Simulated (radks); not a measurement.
Values are calculated unless marked as measured or tabulated.
Species: S V. Configuration: [Ne] 3s2. Level of theory: scalar-relativistic Kohn-Sham, Wu-Cohen GGA, spin-polarised, spherical densities, finite nucleus; Fermi nuclear charge, rms radius 3.2611 fm (a radial shooting solver on a logarithmic mesh with Libxc functionals).

Local quantities along the radius. ELF = 1/(1 + alpha^2) is the electron localisation function; alpha = (tau - tau_W)/tau_unif compares the Pauli kinetic energy density with that of the uniform gas (summed over spins); s = |grad rho|/(2 (3 pi^2)^(1/3) rho^(4/3)) is the reduced gradient. tau is taken from the large components.

| r (bohr) | ELF | alpha | s |
|---|---|---|---|
| 0.00561 | 1.000 | 0.01070 | 0.4209 |
| 0.007075 | 1.000 | 0.01133 | 0.4215 |
| 0.008923 | 1.000 | 0.01222 | 0.4251 |
| 0.01125 | 1.000 | 0.01348 | 0.4318 |
| 0.01419 | 1.000 | 0.01530 | 0.4422 |
| 0.0179 | 1.000 | 0.01798 | 0.4570 |
| 0.02257 | 1.000 | 0.02209 | 0.4775 |
| 0.02846 | 0.999 | 0.02868 | 0.5052 |
| 0.0359 | 0.998 | 0.03992 | 0.5426 |
| 0.04527 | 0.996 | 0.06057 | 0.5928 |
| 0.05709 | 0.990 | 0.1021 | 0.6593 |
| 0.07258 | 0.962 | 0.1986 | 0.7469 |
| 0.09153 | 0.847 | 0.4245 | 0.8382 |
| 0.1154 | 0.530 | 0.9411 | 0.8803 |
| 0.1456 | 0.256 | 1.703 | 0.7508 |
| 0.1836 | 0.243 | 1.766 | 0.4579 |
| 0.2315 | 0.470 | 1.063 | 0.2943 |
| 0.292 | 0.742 | 0.5900 | 0.3320 |
| 0.3682 | 0.853 | 0.4145 | 0.4650 |
| 0.4643 | 0.865 | 0.3957 | 0.6622 |
| 0.5856 | 0.758 | 0.5644 | 0.9489 |
| 0.7385 | 0.336 | 1.404 | 1.274 |
| 0.9314 | 0.092 | 3.136 | 1.122 |
| 1.184 | 0.318 | 1.466 | 0.6939 |
| 1.493 | 0.928 | 0.2781 | 0.9635 |
| 1.883 | 0.997 | 0.05133 | 1.734 |
| 2.375 | 1.000 | 0.01084 | 3.332 |
| 2.995 | 1.000 | 0.002413 | 7.491 |
| 3.777 | 1.000 | 0.0005581 | 21.26 |
| 4.763 | 1.000 | 0.0001275 | 80.85 |

On this mesh the ELF has minima near r = 0.16, 0.93 bohr, which separate the shells, and maxima near 0.42 (0.87).
